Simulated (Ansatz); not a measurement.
Molecule: sum formula SiHF, charge -1, multiplicity 2. 
Structure (B3LYP-D3(BJ)/def2-TZVP (Ansatz, an electronic-structure program) minimum search):
```
Si
F 1 1.7121
H 1 1.5699 2 96.07
```
Charge -1, spin multiplicity 2.

Basis-set convergence of Hartree-Fock and MP2 correlation energies (hartree) with Ansatz. Valence correlation only, unless marked. Open shells are spin-unrestricted. No spin-orbit coupling. No relativistic terms.

```tsv
basis	functions	E(HF)	E(corr, MP2)
def2-SVPD	55	-388.79050	-0.28992
def2-TZVPPD	105	-389.01719	-0.36580
def2-QZVPPD	175	-389.03192	-0.39743
```

Extrapolating the two largest sets (X = 3 and 4) as X^-3: E(corr) = (64·(-0.39743) - 27·(-0.36580))/37 = -0.4205 Eh, an estimate of the basis-set limit. The largest set recovers 94.5 % of it, the smallest 68.9 %.
